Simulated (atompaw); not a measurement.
Which change was made? (Pr, PAW (atompaw))

praseodymium (Pr), PAW, made with atompaw 4.2.0.5 (PBE, scalar-relativistic). Core [Kr] 4d10 4f2, reference 5s2 5p6 5d1 6s1 6p0 (charge +1). Waves: 5s (bound): rc 2.20 bohr; 6s (bound): rc 2.80 bohr; 5p (bound): rc 2.05 bohr; 6p (bound, empty): rc 2.80 bohr; 5d (bound): rc 2.80 bohr; 5d channel at 0.65 Ry: rc 2.80 bohr. Local part: ultrasoft scheme with l = 3 at 0.5 Ry, radius 2.80 bohr. Core correction: smooth core density matched at 2.00 bohr. Augmentation charge: besselshape compensation charge, radius 2.60 bohr; PAW radius 2.80 bohr; waves and projectors: custom polynom vanderbiltortho.

Cutoffs, loose and tight: the cutoffs (Ry, on a coarse ladder) from which the occupation-weighted sum of valence levels, in a spherical-Bessel basis at the reference potential, stays within 10 and 1 mRy of its value at 400 Ry. They see the waves, projectors and local potential, not the compensation charge or the core.

The base gives: outcome: generated; cutoff, loose: 15 Ry; cutoff, tight: 25 Ry; bound ghosts: none.

Problem. After one change the result is: outcome: generated; cutoff, loose: 35 Ry; cutoff, tight: 60 Ry; bound ghosts: none. Which change was it?
A. all radii scaled by about 0.75 (s 1.66, p 1.54, d 2.12 bohr); local potential ultrasoft scheme with l = 3 at 0.5 Ry, radius 2.12 bohr; augmentation besselshape compensation charge, radius 1.96 bohr; PAW radius 2.12 bohr; waves and projectors: custom polynom vanderbiltortho; core correction smooth core density matched at 1.50 bohr
B. all radii scaled by about 1.26 (s 2.78, p 2.58, d 3.52 bohr); local potential ultrasoft scheme with l = 3 at 0.5 Ry, radius 3.52 bohr; augmentation besselshape compensation charge, radius 3.28 bohr; PAW radius 3.52 bohr; waves and projectors: custom polynom vanderbiltortho; core correction smooth core density matched at 2.52 bohr
C. all radii scaled by about 0.84 (s 1.84, p 1.72, d 2.34 bohr); local potential ultrasoft scheme with l = 3 at 0.5 Ry, radius 2.34 bohr; augmentation besselshape compensation charge, radius 2.18 bohr; PAW radius 2.34 bohr; waves and projectors: custom polynom vanderbiltortho; core correction smooth core density matched at 1.68 bohr

Solution. A. The others give: all radii scaled by about 0.84 (s 1.84, p 1.72, d 2.34 bohr); local potential ultrasoft scheme with l = 3 at 0.5 Ry, radius 2.34 bohr; augmentation besselshape compensation charge, radius 2.18 bohr; PAW radius 2.34 bohr; waves and projectors: custom polynom vanderbiltortho; core correction smooth core density matched at 1.68 bohr → outcome: generated; cutoff, loose: 25 Ry; cutoff, tight: 45 Ry; bound ghosts: none | all radii scaled by about 1.26 (s 2.78, p 2.58, d 3.52 bohr); local potential ultrasoft scheme with l = 3 at 0.5 Ry, radius 3.52 bohr; augmentation besselshape compensation charge, radius 3.28 bohr; PAW radius 3.52 bohr; waves and projectors: custom polynom vanderbiltortho; core correction smooth core density matched at 2.52 bohr → outcome: generated; cutoff, loose: 12 Ry; cutoff, tight: 21 Ry; bound ghosts: none.
